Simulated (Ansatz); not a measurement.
Consider the ligand exchange at the Si–C bond: `CC[Si](F)(F)F` + `O[Si](Cl)(Cl)Cl` → `F[Si](F)(F)O[Si](Cl)(Cl)Cl` + `CC`.

Gas-phase electronic energies from Ansatz, PBE0-D4/def2-TZVP geometries. CCSD(T)/CBS is the MP2 limit (def2-TZVPP, def2-QZVPP) plus CCSD(T) − MP2 in def2-TZVPP, frozen cores. This one scheme is used for every species. DFT in def2-TZVPP. HSE06 is defined as in plane-wave codes. One conformer a species, not always the lowest.

Problem. Is it downhill or uphill in electronic energy at CCSD(T)/CBS, and by how much? (Estimate.)

Solution. Computed: Downhill: ΔE = -28.0 kcal/mol.

Problem. What do these levels give: BLYP-D4, revPBE, HSE06, RPA@PBE/def2-TZVPP, MP2/def2-SVP, MP2/def2-TZVPP? (Estimate.)

Solution. The calculation gave: BLYP-D4 -27.3, revPBE -23.2, HSE06 -25.1, RPA@PBE/def2-TZVPP -28.1, MP2/def2-SVP -27.1, MP2/def2-TZVPP -28.2 kcal/mol.

Largest T1 diagnostic among the species: 0.011.

Leaving LDA and LC-ωPBE aside and taking each functional with its dispersion term where it has one, the values, not all of them listed here, spread over 7.5 kcal/mol, from BHLYP-D4 to PBE-D4. From PBE to PBE0 (25 % exact exchange), in def2-TZVPP and without D4, ΔE moves by −2.1 kcal/mol. The D4 term adds −1.2 kcal/mol with B3LYP and −0.8 kcal/mol with PBE0; it sums over pairs of atoms, weighted by their polarisabilities, and B3LYP, whose exchange is more repulsive, gets the larger term.

B3LYP here is the variant with VWN-RPA as its local correlation; programs differ in this.
